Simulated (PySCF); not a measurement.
## A search over the determinants of Pb₂⁺

Unrestricted PBE0; basis Pb def2-SVP with ECP60; scalar-relativistic core potentials; PySCF 2.14. Outer shells of the fragments: Pb+ 5d10 6s2 6p1; Pb 5d10 6s2 6p2.

Followed along the bond (rough minima from three points):

| 2Ms+1 | unpaired | ⟨S²⟩ at the start | R at minimum (Å) | Te (eV) |
| --- | --- | --- | --- | --- |
| 4 | σ ↑, π ↑↑ | 3.75 | 2.94 | 0.00 |
| 2 | π ↑ | 0.75 | 3.12 | 0.23 |
| 2 | σ ↑, π ↑↓ | 1.76 | 2.95 | 0.41 |
| 2 | σ ↓, π ↑↑ | 1.76 | 2.94 | 0.45 |
| 2 | σ ↑ | 0.75 | 2.98 | 0.90 |

Solutions found at the starting distance of 2.890 Å, counted from the lowest of them; the search is not exhaustive and high or unbound solutions are not listed, so other states can lie among these:

| 2Ms+1 | unpaired | term | E (eV) | ⟨S²⟩ | ⟨Lz²⟩ |
| --- | --- | --- | --- | --- | --- |
| 4 | σ ↑, π ↑↑ | ⁴Σ⁻ | 0.00 | 3.75 | 0.00 |
| 2 | π ↑ | ²Π | 0.37 | 0.75 | 1.00 |
| 2 | σ ↑, π ↑↓ | mixed | 0.42 | 1.76 | 2.01 |
| 2 | σ ↓, π ↑↑ | mixed | 0.45 | 1.76 | 0.00 |
| 2 | σ ↑ | mixed | 0.91 | 0.75 | 2.00 |
| 4 | σ ↑, π ↑↑ | mixed | 1.65 | 3.76 | 2.01 |

A term symbol is given only where ⟨S²⟩ and ⟨Lz²⟩ are close to those of a pure state; real π, δ and φ orbitals otherwise mix terms, and g/u labels are left off.

Question: Compare the gap between the two lowest followed solutions at the starting distance with the gap between their minima.

Answer: At PBE0 the second solution (doublet, unpaired electrons π ↑) lies +0.37 eV from the first (quartet, unpaired electrons σ ↑, π ↑↑) at 2.890 Å and +0.23 eV at the minima; the two curves relax by different amounts, since their minima lie near 3.12 and 2.94 Å.

Spin–orbit coupling is left out, which matters for elements this heavy, above all for dissociation energies. Counting both spins, an empty level lies below a filled one in some of these solutions, because spin and occupation are held.
